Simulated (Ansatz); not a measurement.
```yaml
crystal:
  periodic: [false, false, false]
  atoms:
    - {symbol: As, position_ang: [-0.935733, 2.399014, -1.356023]}
    - {symbol: As, position_ang: [-0.749449, -2.615141, -1.033923]}
    - {symbol: As, position_ang: [-1.105432, 0.111515, 2.375248]}
    - {symbol: As, position_ang: [2.093355, 0.049416, -0.440572]}
    - {symbol: Te, position_ang: [-2.069936, 2.099782, 1.001817]}
    - {symbol: Te, position_ang: [1.753493, -2.871538, -0.797636]}
    - {symbol: Te, position_ang: [1.540294, 2.867680, -1.166555]}
    - {symbol: Te, position_ang: [-1.913872, -2.101713, 1.271664]}
    - {symbol: Te, position_ang: [-0.086295, -0.127811, -1.939776]}
    - {symbol: Te, position_ang: [1.473576, 0.188807, 2.085758]}
basis:
  gaussian: {orbitals: def2-TZVP}
magnetization: {spin_polarized: true, initial_magnetization: 2}
hamiltonian: {xc: pbe0, dispersion: d4}
scf: {omitted_lower_state_checks: [starts]}
output: {orbitals: {seedname: orbitals}}
```

```sh
$ ansatz run in.yaml --threads 4 --pin off --events-out ev --progress --plain --max-ram 6963MiB
```

Problem. Does this run fit into the memory that it is given?

Solution. No. It has 492 basis functions, and Ansatz plans for 14 GiB where 7 GiB are given.
